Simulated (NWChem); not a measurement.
Everything below was run with NWChem. System: InO, charge 0, spin multiplicity 2, at a geometry optimised with UPBE/def2-SVP with def2 effective core potentials on In. The structure started from a generated list of species. Its SCF solution wasn't tested for a lower state. Level: B3LYP/x2c-SVPall-2c, spin-orbit ZORA, VWN1-RPA local correlation.

Input file:

```
start mol
memory heap 200 mb stack 900 mb global 1100 mb
geometry units angstroms nocenter noautoz noautosym
  In     0.000000     0.000000     0.272862
  O      0.000000     0.000000    -1.671279
end
basis spherical
  * library x2c-svpall-2c
end
relativistic
  zora on
end
dft
  xc b3lyp
  odft
  mult 2
  semidirect memsize 60000000 filesize 0
  iterations 100
  grid fine
end
task sodft energy
```

NWChem printed:

```
             Northwest Computational Chemistry Package (NWChem) 7.3.0
             --------------------------------------------------------

                                NWChem Input Module
                                -------------------

 Scaling coordinates for geometry "geometry" by  1.889725989
 (inverse scale =  0.529177249)

                             Geometry "geometry" -> ""
                             -------------------------

 Output coordinates in angstroms (scale by  1.889725989 to convert to a.u.)

  No.       Tag          Charge          X              Y              Z
 ---- ---------------- ---------- -------------- -------------- --------------
    1 In                  49.0000     0.00000000     0.00000000     0.27286200
    2 O                    8.0000     0.00000000     0.00000000    -1.67127900

 Effective nuclear repulsion energy (a.u.)     106.6987845058

            Nuclear Dipole moment (a.u.)
            ----------------------------
        X                 Y               Z
 ---------------- ---------------- ----------------
     0.0000000000     0.0000000000     0.0000113384


 Summary of "ao basis" -> "" (spherical)
 ------------------------------------------------------------------------------
       Tag                 Description            Shells   Functions and Types
 ---------------- ------------------------------  ------  ---------------------
 *                       x2c-svpall-2c                on all atoms

                                 NWChem DFT Module
                                 -----------------

 Summary of "ao basis" -> "ao basis" (spherical)
 ------------------------------------------------------------------------------
       Tag                 Description            Shells   Functions and Types
 ---------------- ------------------------------  ------  ---------------------
 In                      x2c-svpall-2c              18       50   6s8p4d
 O                       x2c-svpall-2c               6       14   3s2p1d

 Summary of "ao basis" -> "ao basis" (spherical)
 ------------------------------------------------------------------------------
       Tag                 Description            Shells   Functions and Types
 ---------------- ------------------------------  ------  ---------------------
 In                      x2c-svpall-2c              18       50   6s8p4d
 O                       x2c-svpall-2c               6       14   3s2p1d

            General Information
            -------------------
          SCF calculation type: DFT
          Wavefunction type:  spin polarized.
          No. of atoms     :     2
          No. of electrons :    57
           Alpha electrons :    29
            Beta electrons :    28
          Charge           :     0
          Spin multiplicity:     2
          Use of symmetry is: off; symmetry adaption is: off
          Maximum number of iterations: 100
          AO basis - number of functions:    64
                     number of shells:    24
          Convergence on energy requested:  1.00D-06
          Convergence on density requested:  1.00D-05
          Convergence on gradient requested:  5.00D-04

              XC Information
              --------------
                         B3LYP Method XC Potential
                     Hartree-Fock (Exact) Exchange  0.200
                        Slater Exchange Functional  0.800 local
                    Becke 1988 Exchange Functional  0.720 non-local
              Lee-Yang-Parr Correlation Functional  0.810
[...]
              MO Center=  3.8D-11,  5.3D-12,  6.4D-05, r^2= 4.8D-03
  Bfn.         Coefficient        Function           Bfn.         Coefficient        Function
  ----     -------------------  ------------         ----     -------------------  ------------
   118     0.415820  -0.000000  2 O  px               119    -0.000000   0.415820  2 O  py
   121     0.307204  -0.000000  2 O  px               122    -0.000000   0.307204  2 O  py
    86     0.142103  -0.000000  1 In px                87    -0.000000   0.142103  1 In py
    83     0.098872  -0.000000  1 In px                84    -0.000000   0.098872  1 In py
    77    -0.086952   0.000000  1 In px                78     0.000000  -0.086952  1 In py

 Vector   57  Occ=1.000000D+00  E=-2.525020D-01
              MO Center= -1.2D-12, -5.6D-13,  9.7D-07, r^2= 4.3D-06
  Bfn.         Coefficient        Function           Bfn.         Coefficient        Function
  ----     -------------------  ------------         ----     -------------------  ------------
   119     0.263987   0.325403  2 O  py               118    -0.325403   0.263987  2 O  px
   122     0.195689   0.241215  2 O  py               121    -0.241215   0.195689  2 O  px
    87     0.087806   0.108234  1 In py                86    -0.108234   0.087806  1 In px
    84     0.054532   0.067219  1 In py                83    -0.067219   0.054532  1 In px
    78    -0.053479  -0.065921  1 In py                77     0.065921  -0.053479  1 In px

 Vector   58  Occ=0.000000D+00  E=-1.486377D-01
              MO Center=  2.0D-11,  6.7D-11, -1.8D-03, r^2= 5.2D-03
  Bfn.         Coefficient        Function           Bfn.         Coefficient        Function
  ----     -------------------  ------------         ----     -------------------  ------------
   120    -0.142845  -0.448151  2 O  pz               123    -0.121196  -0.380233  2 O  pz
    70     0.115609   0.362703  1 In s                 85     0.083948   0.263373  1 In pz
    79    -0.078425  -0.246045  1 In pz                88     0.072944   0.228850  1 In pz
    68    -0.038337  -0.120276  1 In s                102     0.036447   0.114346  1 In d  0
    69     0.031624   0.099213  1 In s                 76     0.031558   0.099009  1 In pz

 Vector   59  Occ=0.000000D+00  E=-6.358128D-02
              MO Center= -6.3D-09, -7.9D-10,  1.5D-01, r^2= 2.0D+00
  Bfn.         Coefficient        Function           Bfn.         Coefficient        Function
  ----     -------------------  ------------         ----     -------------------  ------------
    23    -0.329525   0.419351  1 In py                22    -0.419351  -0.329526  1 In px
    20    -0.154717   0.196891  1 In py                19    -0.196891  -0.154717  1 In px
    14     0.132751  -0.168937  1 In py                13     0.168937   0.132751  1 In px
    54     0.124803   0.098070  2 O  px                55     0.098070  -0.124803  2 O  py
    58     0.087124  -0.110873  2 O  py                57     0.110873   0.087124  2 O  px

 Vector   60  Occ=0.000000D+00  E=-5.710686D-02
              MO Center=  2.9D-09,  4.9D-10, -1.7D-03, r^2= 6.6D-03
  Bfn.         Coefficient        Function           Bfn.         Coefficient        Function
  ----     -------------------  ------------         ----     -------------------  ------------
    87    -0.000000   0.530629  1 In py                86     0.530629  -0.000000  1 In px
    84    -0.000000   0.244375  1 In py                83     0.244375  -0.000000  1 In px
    78     0.000000  -0.210036  1 In py                77    -0.210036   0.000000  1 In px
   119     0.000000  -0.178342  2 O  py               118    -0.178342   0.000000  2 O  px
   122     0.000000  -0.164265  2 O  py               121    -0.164265   0.000000  2 O  px

   alpha - beta orbital overlaps
   -----------------------------

   alpha      1      2      3      4      5      6      7      8      9     10
    beta      1      2      3      4      5      5      7      8      9     10
 overlap   1.165  1.499  1.732  1.673  0.814  0.134  1.269  1.269  1.269  1.559

   alpha     11     12     13     14     15     16     17     18     19     20
    beta     11     12     13     14     15      7      8      9     54     55
 overlap   1.559  1.541  1.198  1.198  1.188  0.016  0.016  0.016  0.068  0.068

   alpha     21     22     23     24     25     26     27     28     29     30
    beta     15     54     55      5     13     14     15      7      8      9
 overlap   0.073  0.096  0.096  0.100  0.023  0.023  0.025  0.057  0.057  0.055

   alpha     31     32     33     34     35     36     37     38     39     40
    beta     31     32     33     34     35     36     37     38     39     40
 overlap   1.115  1.116  1.114  1.116  1.115  1.077  1.084  1.070  1.084  1.077

   alpha     41     42     43     44     45     46     47     48     49     50
    beta     36     37     38     39     40     36     37     38     39     40
 overlap   0.041  0.035  0.040  0.035  0.041  0.021  0.021  0.021  0.021  0.021

   alpha     51     52     53     54     55     56     57     58     59     60
    beta     51     52     52     54     55      5     54     55      5     36
 overlap   1.073  0.384  0.273  0.362  0.362  0.256  0.260  0.260  0.139  0.001

   alpha     61     62     63     64
    beta     55     52     54     40
 overlap   0.006  0.010  0.006  0.001

     --------------------------
     Expectation value of S2:
     --------------------------
      <S2> =      0.7716 (Exact =     0.7500)

     Multipole analysis of the density
     ---------------------------------

     L   x y z        total         alpha         beta         nuclear
     -   - - -        -----         -----         ----         -------
     0   0 0 0     -0.000000    -28.997893    -28.002107     57.000000

     1   1 0 0     -0.000000      0.000000     -0.000000      0.000000
     1   0 1 0      0.000000      0.000000     -0.000000      0.000000
     1   0 0 1      1.425381      1.496408     -0.071038      0.000011

     2   2 0 0    -20.515469    -10.612234     -9.903234      0.000000
     2   1 1 0     -0.000000     -0.000000     -0.000000      0.000000
     2   1 0 1      0.000000      0.000000      0.000000      0.000000
     2   0 2 0    -20.515469    -10.612234     -9.903234      0.000000
     2   0 1 1      0.000000      0.000000      0.000000      0.000000
     2   0 0 2    -25.330083    -64.726449    -53.428515     92.824881

 Task  times  cpu:       12.4s     wall:       12.4s

 Total times  cpu:       12.4s     wall:       12.4s
```
